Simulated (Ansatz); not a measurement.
Reaction (formal exchange of groups at a C–B bond): `NC(=O)B(O)F` + CH₃OH → `NC(=O)CO` + `OBF`

Calculated with Ansatz (gas phase, PBE0-D4/def2-TZVP geometries, no zero-point term in ΔE). CCSD(T)/CBS is the MP2 limit (def2-TZVPP, def2-QZVPP) plus CCSD(T) − MP2 in def2-TZVPP, frozen cores. This one scheme is used for every species. One conformer a species, not always the lowest.

`NC(=O)B(O)F`:

```xyz
9

N     0.958    0.598    0.961
C     0.697   -0.511    0.227
O     1.414   -1.494    0.230
B    -0.638   -0.442   -0.659
O    -1.395    0.676   -0.633
F    -0.984   -1.476   -1.405
H     1.781    0.624    1.540
H     0.344    1.393    0.932
H    -2.177    0.632   -1.193
```

CH₃OH:

```xyz
6

C     0.286   -0.083    0.195
O    -0.830    0.674   -0.214
H     0.738    0.443    1.037
H     1.042   -0.175   -0.594
H     0.008   -1.089    0.533
H    -1.243    0.230   -0.957
```

`NC(=O)CO`:

```xyz
10

N    -0.934   -0.631    0.888
C    -0.782   -0.083   -0.336
O    -1.634   -0.079   -1.199
C     0.573    0.565   -0.575
O     1.530    0.329    0.435
H    -1.832   -0.999    1.147
H    -0.217   -0.496    1.580
H     0.916    0.251   -1.565
H     0.405    1.644   -0.621
H     1.976   -0.500    0.247
```

`OBF`:

Cartesian coordinates in Å:
```
O -0.228 0.914 0.347
B 0.266 -0.306 0.075
F -0.255 -1.037 -0.909
H -0.958 1.169 -0.227
H 1.174 -0.740 0.714
```

```csv
species,CCSD/CBS(def2) energy (Eh)
`NC(=O)B(O)F`,-369.57678
CH₃OH,-115.60252
`NC(=O)CO`,-284.12572
`OBF`,-201.05553
```

Work out ΔE.

ΔE = (-284.12572) + (-201.05553) − (-369.57678) − (-115.60252) = -0.00195 Eh = -1.2 kcal/mol. CCSD(T)/CBS gives -1.1 kcal/mol.

Largest T1 diagnostic among the species: 0.015.

In def2-TZVPP, CCSD(T) changes the Hartree–Fock value by +1.2 kcal/mol (the triples alone add +0.1 kcal/mol) and MP2 by +0.9 kcal/mol. From PBE to PBE0 (25 % exact exchange), in def2-TZVPP and without D4, ΔE moves by −0.8 kcal/mol.
